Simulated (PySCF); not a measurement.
One of the candidates below gave these computed data.

All candidates are C7H5NO.

| technique | computed result |
| --- | --- |
| Polarisability | 76.3 au [PBE0/def2-SVPD] |
| Triplet | lowest triplet excitation (Tamm–Dancoff): 3.08 eV [TDA PBE0/def2-SVPD] |
| UV, strongest line | among the 8 lowest singlet transitions: S5 at 6.49 eV (191 nm, f = 0.067) [TDDFT PBE0/def2-SVPD] |
| Dipole | 5.09 D [PBE0/def2-SVPD] |
| UV, first state | lowest singlet excitation: 4.61 eV (269 nm, f = 0.000) [TDDFT PBE0/def2-SVPD] |
| Rotational structure | rotational constants A, B, C: 3.746, 1.584, 1.422 GHz [GFN2-xTB] |

The electronic properties come from PySCF, for the isolated species, density fitting. Levels stand in brackets. Geometry: GFN2-xTB; no solvent, vibrations or thermal averaging.

Problem. Which candidate is it?
A. `N#C[C@]12C=C[C@H](C=C1)O2`
B. `C#Cc1ccc[n+]([O-])c1`
C. `O=C=Nc1ccccc1`

Solution. A. It is `N#C[C@]12C=C[C@H](C=C1)O2`. Numbering: `[N:1]#[C:2][C@:3]12[CH:4]=[CH:5][C@H:6]([CH:7]=[CH:8]1)[O:9]2`. Its formula, C7H5NO, gives 6 degrees of unsaturation: 2 rings and 4 π bonds in the structure found. S1 is mainly HOMO→LUMO (weight 0.99); the largest Löwdin shares of the orbital it empties are 0.20 on each of 2 atoms of one kind (alkene CH carbon) and 0.19 on each of 2 atoms of one kind (alkene CH carbon), of the orbital it fills 0.17 on each of 4 atoms of one kind (alkene CH carbon). The optimised geometry has point group Cs and is an asymmetric top.

The others, at the same levels:
- `O=C=Nc1ccccc1` fails: its computed lowest singlet excitation is 5.18 eV (239 nm, f = 0.012) (against 4.61 eV), lowest triplet excitation (Tamm–Dancoff) is 3.84 eV (against 3.08 eV) and strongest line among the 8 lowest singlet transitions is S7 at 6.81 eV (182 nm, f = 0.487) (against S5 at 6.49 eV).
- `C#Cc1ccc[n+]([O-])c1` fails: its computed lowest singlet excitation is 3.96 eV (313 nm, f = 0.030) (against 4.61 eV), lowest triplet excitation (Tamm–Dancoff) is 2.63 eV (against 3.08 eV) and static isotropic polarisability is 97.4 au (against 76.3 au).

Each candidate is one conformer, not necessarily the lowest. The conformers computed, where there is a choice (atom-mapped SMILES and torsion angles):
- `[O:1]=[C:2]=[N:3][c:4]1[cH:5][cH:6][cH:7][cH:8][cH:9]1`: C2–N3–C4–C5 180°
